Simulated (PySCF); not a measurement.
C3H6F5PSi.
Numbering: `[CH3:1][P:2]([SiH3:3])[C:4]([F:5])([F:6])[C:7]([F:8])([F:9])[F:10]` (hydrogens: H11, H12, H13 on C1; H14, H15, H16 on Si3)

All values: PBE0/pcSseg-1 (PySCF, non-relativistic), on one gas-phase PBE0-D3(BJ)/def2-SVP geometry that isn't relaxed in the solvent. The solvent is an IEF-PCM continuum (cavity from Bondi-type radii × 1.2). Only the electrostatic response of the medium enters.

Gas phase at PBE0/pcSseg-1: HOMO -7.53 eV, LUMO -0.13 eV, dipole 2.19 D.

Task: What does the continuum do to the energy, the frontier levels and the dipole at PBE0/pcSseg-1 in acetonitrile and water?

Result: 
```json
{"solvent": "acetonitrile", "ε": "35.69", "E(solvent) − E(gas) (kcal/mol)": "-2.60", "polarisation term (kcal/mol)": "-2.93", "distortion of the solute (kcal/mol)": "0.33", "HOMO (eV)": "-7.41", "LUMO (eV)": "0.06", "dipole (D)": "2.82"}
{"solvent": "water", "ε": "78.36", "E(solvent) − E(gas) (kcal/mol)": "-2.67", "polarisation term (kcal/mol)": "-3.02", "distortion of the solute (kcal/mol)": "0.35", "HOMO (eV)": "-7.41", "LUMO (eV)": "0.06", "dipole (D)": "2.83"}
```

Polarisation term: ½ Σ q·V over the induced surface charges. Distortion: the rise of the solute's own energy as its density leaves the gas-phase optimum. From acetonitrile to water the lowering changes by a factor 1.03, Onsager's factor (ε − 1)/(2ε + 1) by 1.02 and ε itself by 2.2.

Task: Which radius a makes the point-dipole formula ΔE = −[(ε − 1)/(2ε + 1)]·μ²/a³ give the value in water, with the gas-phase dipole?

Result: μ = 0.860 au and |ΔE| = 0.00425 Eh give a = 2.33 Å; the farthest nucleus lies 3.32 Å from the centroid of the nuclei, so such a sphere wouldn't even hold the nuclei. The formula assumes a rigid point dipole at the centre of a sphere.

Task: Which IAO charges (PBE0/pcSseg-1) respond most in acetonitrile (means over atoms taken as equivalent)?

Result: 
```json
{"atoms": "P2", "environment": "three-coordinate phosphorus", "gas (e)": "+0.210", "solvent (e)": "+0.196", "change": "-0.014"}
{"atoms": "Si3", "environment": "SiH3 silicon", "gas (e)": "+0.384", "solvent (e)": "+0.391", "change": "+0.007"}
{"atoms": "H11/H12/H13", "environment": "methyl hydrogen", "gas (e)": "+0.163", "solvent (e)": "+0.169", "change": "+0.006"}
{"atoms": "F5/F6", "environment": "fluorine of a CF2 group", "gas (e)": "-0.282", "solvent (e)": "-0.285", "change": "-0.003"}
{"atoms": "F8/F9/F10", "environment": "fluorine of a CF3 group", "gas (e)": "-0.264", "solvent (e)": "-0.265", "change": "-0.001"}
{"atoms": "C1", "environment": "sp3 carbon bound to phosphorus", "gas (e)": "-0.594", "solvent (e)": "-0.596", "change": "-0.002"}
```

Conformer computed: `[CH3:1][P:2]([SiH3:3])[C:4]([F:5])([F:6])[C:7]([F:8])([F:9])[F:10]`: C1–P2–C4–F5 -49°, P2–C4–C7–F8 -174°.
